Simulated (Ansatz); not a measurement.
`C#CBO` + `[SiH3]S` → `OBS[SiH3]` + `C#C` at 298.15 K and 1 bar (ligand exchange at a B–C bond).

Isolated molecules relaxed with PBE0-D4/def2-TZVP in Ansatz; ΔE leaves out vibrations. CCSD(T)/CBS is the MP2 limit (def2-TZVPP, def2-QZVPP) plus CCSD(T) − MP2 in def2-TZVPP, frozen cores. This one scheme is used for every species. Each species was taken in one conformer, which may not be the lowest.

```
    species  CCSD(T)/CBS energy (Eh)  H − E (kJ/mol)  S (J/(mol·K))
    `C#CBO`               -177.86821           137.8          281.6
  `[SiH3]S`               -689.27336           102.7          272.7
`OBS[SiH3]`               -789.92150           163.9          331.3
      `C#C`                -77.22717            80.8          200.2
```

H − E and S are ideal-gas, rigid-rotor, harmonic terms from PBE0-D4/def2-TZVP, for one conformer and one mirror image of each species. 1 Eh = 2625.50 kJ/mol, R = 8.31446 J/(mol·K).

Task: By hand: ΔE, ΔH, ΔS and ΔG.

Result: ΔE = (-789.92150) + (-77.22717) − (-177.86821) − (-689.27336) = -0.00710 Eh = -18.6 kJ/mol. Δ(H − E) = 163.9 + 80.8 − 137.8 − 102.7 = 4.2, so ΔH = -14.4 kJ/mol. ΔS = 331.3 + 200.2 − 281.6 − 272.7 = -22.8 J/(mol·K). ΔG = -14.4 − 298.15 × (-22.8)/1000 = -7.6 kJ/mol.

Task: By hand: the equilibrium constant, and the temperature at which ΔG would vanish if ΔH and ΔS stayed fixed.

Result: log₁₀ K = −ΔG/(RT ln 10) = 1.3. ΔG = 0 at ΔH/ΔS = 632 K.

TΔS isn't small against ΔH here. A doubt of 5 kJ/mol in ΔE shifts log₁₀ K by 0.9 here. Other conformers and mirror images would add mixing entropy, several J/(mol·K) or more a flexible species. Modes under 60 cm⁻¹, often nearly free rotors, make the harmonic entropy too high. These are equilibria of isolated gas molecules and say nothing of rates. Largest T1 diagnostic: 0.015 (customary marks: 0.02 for closed shells, 0.045 for open ones).
